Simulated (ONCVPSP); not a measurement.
**In: one change to an ONCV potential, before and after**

In, optimised norm-conserving Vanderbilt (ONCV), made with ONCVPSP 4.0.1 (PBE, fully relativistic). Core [Ar] 3d10, reference 4s2 4p6 4d10 5s2 5p1. Waves: 4s+5s: rc 1.25 bohr, ncon 3, nbas 6, qcut 7.9 1/bohr, 2 projectors; 4p+5p: rc 1.45 bohr, ncon 4, nbas 7, qcut 8.2 1/bohr, 2 projectors; 4d: rc 1.40 bohr, ncon 5, nbas 10, qcut 10.7 1/bohr, 2 projectors, debl 2.2 Ha. Local part: polynomial inside 1.15 bohr (lpopt 4, dvloc0 0 Ha). Core correction: Teter function, fcfact 3.75, rcfact 1.3.

Open shells are filled in proportion to 2j + 1.

Change: p: qcut 4.8.

Cutoffs: the cutoffs (Ha) at which the residual kinetic energy of the hardest occupied pseudo-wave falls to 1 and 0.1 mHa per electron; they do not see the model core or the augmentation charge, which bear on the density cutoff. Errors are all-electron minus pseudo energies relative to the spin-unpolarised reference configuration.

How do hardness, ghosts and transferability respond?

The potential gets harder (40 Ha and 55 Ha → 66 Ha and 76 Ha); the errors of the 3 common tests hardly move; neither file shows a bound ghost.

```csv
quantity,base,changed
"cutoff, loose",40 Ha,66 Ha
"cutoff, tight",55 Ha,76 Ha
loose cutoff by channel,"s 27 Ha, p 23 Ha, d 40 Ha","s 27 Ha, p 66 Ha, d 40 Ha"
bound ghosts,none,none
GHOST(+) flags under 300 eV,none,none
tests with a reliable result,3 of 4,3 of 4
"error for 4s2 4p6 4d10 5s2 5p0, meV [ΔE 5.37 eV]",+0.2,+0.2
"error for 4s2 4p6 4d10 5s1 5p0, meV [ΔE 24.61 eV]",-0.2,-0.2
"error for 4s2 4p6 4d10 5s2 5p0.5, meV [ΔE 1.95 eV]",+0.1,+0.1
s: phases at 1.27 bohr within 0.05 rad from the reference energy up to (Ha; the scan ends near 5),to the end of the scan,to the end of the scan
p3/2: phases at 1.47 bohr within 0.05 rad from the reference energy up to (Ha; the scan ends near 5),to the end of the scan,to the end of the scan
p1/2: phases at 1.47 bohr within 0.05 rad from the reference energy up to (Ha; the scan ends near 5),to the end of the scan,to the end of the scan
d5/2: phases at 1.42 bohr within 0.05 rad from the reference energy up to (Ha; the scan ends near 5),to the end of the scan,to the end of the scan
d3/2: phases at 1.42 bohr within 0.05 rad from the reference energy up to (Ha; the scan ends near 5),to the end of the scan,to the end of the scan
"rms error of d²Exc/dni dnj with the model core, mHa",3.97,3.95
```
